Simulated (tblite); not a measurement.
Question: What does the GFN2-xTB structure of InChI=1S/C3H10F3N3Si/c1-8-10(7)9-2-3(4,5)6/h8-10H,2,7H2,1H3/t10-/m0/s1 look like in three dimensions?

Answer: 
```
atom  x, y, z in Å
C1     2.378    1.430   -0.898
N2     1.058    0.845   -0.818
Si3    0.719   -0.612    0.027
N4     1.891   -1.731   -0.552
N5    -0.911   -1.134   -0.294
C6    -2.026   -0.734    0.496
C7    -2.534    0.671    0.164
F8    -1.692    1.638    0.564
F9    -3.716    0.935    0.747
F10   -2.710    0.848   -1.154
H11    3.112    0.631   -0.855
H12    2.489    1.969   -1.842
H13    2.575    2.125   -0.076
H14    0.344    1.558   -0.824
H15    0.822   -0.634    1.489
H16    1.848   -2.680   -0.222
H17    2.127   -1.715   -1.530
H18   -1.163   -1.259   -1.263
H19   -1.739   -0.728    1.549
H20   -2.877   -1.413    0.360
```

Orientation and origin are arbitrary. Atoms count from 1 in this order. The C–N distances run from 1.424 Å (N5–C6, drawn single) to 1.446 Å (C1–N2, drawn single), a spread of 0.022 Å. All 3 C–F bonds measure 1.342 to 1.343 Å. N4 (silicon-bound nitrogen) is pyramidal (angles 118.5°, 118.3° and 110.1°, sum 346.9°, 0.25 Å off the plane of its three neighbours). The N–Si distances run from 1.717 Å (N2–Si3, drawn single) to 1.741 Å (Si3–N5, drawn single), a spread of 0.024 Å.

Bonds between heavy atoms (Å): C1–N2 1.446, N2–Si3 1.717, Si3–N4 1.721, Si3–N5 1.741, N5–C6 1.424, C6–C7 1.531, C7–F8 1.343, C7–F9 1.343, C7–F10 1.342.

Computed geometry: GFN2-xTB, gas phase.

Point group: C1 (no symmetry element, even within 0.4 Å). Its GFN2-xTB frequencies are all real (lowest 21 cm⁻¹). The numbers are those of one conformer (C1–N2–Si3–N4 -50°, N2–Si3–N4–H -177° and -39°, N2–Si3–N5–C6 -90°, Si3–N5–C6–C7 79°).

On Arm Neoverse N1, one thread, no GPU, shared host, this took 1.4 s wall. This is the geometry optimisation.
